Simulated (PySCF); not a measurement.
# Heteronuclear NMR

Numbering as in the mapped SMILES `[N:1]#[C:2][SiH2:3]/[CH:4]=[CH:5]/[CH2:6][F:7]`; H(Xn) means a hydrogen on atom n.

Computed data (PySCF): NMR shieldings at PBE0/pcSseg-1/GIAO, GFN2-xTB structure. In vacuum, no relativistic terms, one conformer, one averaged value for each set of equivalent atoms.

Q: What are the ¹⁹F shifts?

A: 
| atoms | environment | σ (ppm) | δ (ppm) |
| --- | --- | --- | --- |
| F7 | fluorine on an sp3 carbon | 430.8 | -228.2 |

Shieldings were converted by a linear fit to measured shifts: ¹⁹F (scatter 6.0 ppm rms, 7.0 ppm with the 5 outliers that the fit left out vs CFCl3, solution or neat liquid, with a term for F on sp3 carbon). A few per cent of atoms miss by over 2 rms, more outside the fitted compound classes.

On a 600 MHz spectrometer ¹⁹F resonates near 564.6 MHz, so 1 ppm is 564.6 Hz.

Q: Predict the ²⁹Si NMR data.

A: 
| atoms | environment | σ (ppm) | δ (ppm) |
| --- | --- | --- | --- |
| Si3 | silicon bonded to 2 C, 2 H | 421.4 | -66.4 |

Shieldings were converted by a linear fit to measured shifts: ²⁹Si (scatter 8.9 ppm rms, 25.8 ppm with the 6 outliers that the fit left out vs TMS, solution or neat liquid). Occasional misses reach two or three times the rms, and more in compound classes unlike the fitted ones.

On a 600 MHz spectrometer ²⁹Si resonates near 119.2 MHz, so 1 ppm is 119.2 Hz.

Q: Where does ¹⁵N resonate?

A: 
```json
{"atoms": "N1", "environment": "nitrile nitrogen", "σ (ppm)": "-97.5", "δ (ppm)": "-58.2"}
```

Shieldings were converted by a linear fit to measured shifts: ¹⁵N: δ = -148.07 − 0.921σ (rms 6.3 ppm, 71 shifts vs CH3NO2, solution or neat liquid). A few per cent of atoms miss by over 2 rms, more outside the fitted compound classes.

On a 300 MHz spectrometer ¹⁵N resonates near 30.4 MHz, so 1 ppm is 30.4 Hz.
